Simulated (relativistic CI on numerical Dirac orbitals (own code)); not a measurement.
**V²⁺: 3p photoemission**

Computed with this model: Dirac-Coulomb-Breit CI, KLI orbitals optimised for each configuration, a model potential for QED, valence Slater integrals scaled by 0.9, multiplet model of photoemission in the sudden approximation; configurations [Ar] 3d3 → [Ne] 3s2 3p5 3d3; 80 K; Lorentzian 0.56 eV and Gaussian 0.6 eV FWHM. Energies are those of the free ion, without screening or charge transfer. The energies are binding energies and can lie tens of eV above those of solids. S is read from ⟨S²⟩ = S(S + 1).

Field parameters in Wybourne normalisation: D3d B²₀ = −7Dσ, B⁴₀ = −14Dq − 21Dτ, B⁴₃ = −14√(10/7) Dq; D4h B²₀ = −7Ds, B⁴₀ = 21(Dq − Dt), B⁴₄ = 21√(5/14) Dq; Td as Oh with Dq negative (B⁴₀ = 21Dq, B⁴₄ = √(5/14) B⁴₀). The field is a parameter set, without covalency.

Computed curve for Td, 10Dq = -8000 cm⁻¹, scaled to 100 at the maximum (points under 2 are left out and the grid is thinned):

```json
{"Energy (eV)": "60.9", "Intensity": "2.0"}
{"Energy (eV)": "61.3", "Intensity": "2.5"}
{"Energy (eV)": "61.6", "Intensity": "3.0"}
{"Energy (eV)": "62.0", "Intensity": "4.1"}
{"Energy (eV)": "62.4", "Intensity": "5.9"}
{"Energy (eV)": "62.7", "Intensity": "8.4"}
{"Energy (eV)": "63.1", "Intensity": "16.3"}
{"Energy (eV)": "63.5", "Intensity": "40.8"}
{"Energy (eV)": "63.8", "Intensity": "71.0"}
{"Energy (eV)": "64.2", "Intensity": "85.8"}
{"Energy (eV)": "64.6", "Intensity": "89.9"}
{"Energy (eV)": "64.9", "Intensity": "100.0"}
{"Energy (eV)": "65.3", "Intensity": "85.1"}
{"Energy (eV)": "65.7", "Intensity": "78.7"}
{"Energy (eV)": "66.0", "Intensity": "87.0"}
{"Energy (eV)": "66.4", "Intensity": "82.5"}
{"Energy (eV)": "66.8", "Intensity": "52.9"}
{"Energy (eV)": "67.2", "Intensity": "33.7"}
{"Energy (eV)": "67.5", "Intensity": "25.2"}
{"Energy (eV)": "67.9", "Intensity": "16.6"}
{"Energy (eV)": "68.3", "Intensity": "14.0"}
{"Energy (eV)": "68.6", "Intensity": "15.2"}
{"Energy (eV)": "69.0", "Intensity": "22.9"}
{"Energy (eV)": "69.4", "Intensity": "33.0"}
{"Energy (eV)": "69.7", "Intensity": "36.6"}
{"Energy (eV)": "70.1", "Intensity": "39.9"}
{"Energy (eV)": "70.5", "Intensity": "30.8"}
{"Energy (eV)": "70.8", "Intensity": "20.2"}
{"Energy (eV)": "71.2", "Intensity": "11.9"}
{"Energy (eV)": "71.6", "Intensity": "6.7"}
{"Energy (eV)": "71.9", "Intensity": "4.3"}
{"Energy (eV)": "72.3", "Intensity": "2.9"}
{"Energy (eV)": "72.7", "Intensity": "2.3"}
{"Energy (eV)": "75.1", "Intensity": "2.2"}
{"Energy (eV)": "75.5", "Intensity": "3.7"}
{"Energy (eV)": "75.9", "Intensity": "7.8"}
{"Energy (eV)": "76.2", "Intensity": "11.6"}
{"Energy (eV)": "76.6", "Intensity": "12.0"}
{"Energy (eV)": "77.0", "Intensity": "7.0"}
{"Energy (eV)": "77.3", "Intensity": "4.0"}
{"Energy (eV)": "77.7", "Intensity": "2.1"}
{"Energy (eV)": "79.8", "Intensity": "3.3"}
{"Energy (eV)": "80.1", "Intensity": "4.3"}
{"Energy (eV)": "80.5", "Intensity": "4.4"}
{"Energy (eV)": "80.9", "Intensity": "5.7"}
{"Energy (eV)": "81.3", "Intensity": "10.7"}
{"Energy (eV)": "81.6", "Intensity": "18.6"}
{"Energy (eV)": "82.0", "Intensity": "33.1"}
{"Energy (eV)": "82.4", "Intensity": "26.5"}
{"Energy (eV)": "82.7", "Intensity": "13.7"}
{"Energy (eV)": "83.1", "Intensity": "5.4"}
{"Energy (eV)": "83.5", "Intensity": "3.0"}
{"Energy (eV)": "83.8", "Intensity": "2.4"}
{"Energy (eV)": "84.2", "Intensity": "2.5"}
{"Energy (eV)": "84.6", "Intensity": "4.3"}
{"Energy (eV)": "84.9", "Intensity": "8.3"}
{"Energy (eV)": "85.3", "Intensity": "15.0"}
{"Energy (eV)": "85.7", "Intensity": "11.1"}
{"Energy (eV)": "86.0", "Intensity": "5.6"}
{"Energy (eV)": "86.4", "Intensity": "2.3"}
```

The ground state has S = 1.50, and the centroid lies at 68.86 eV.
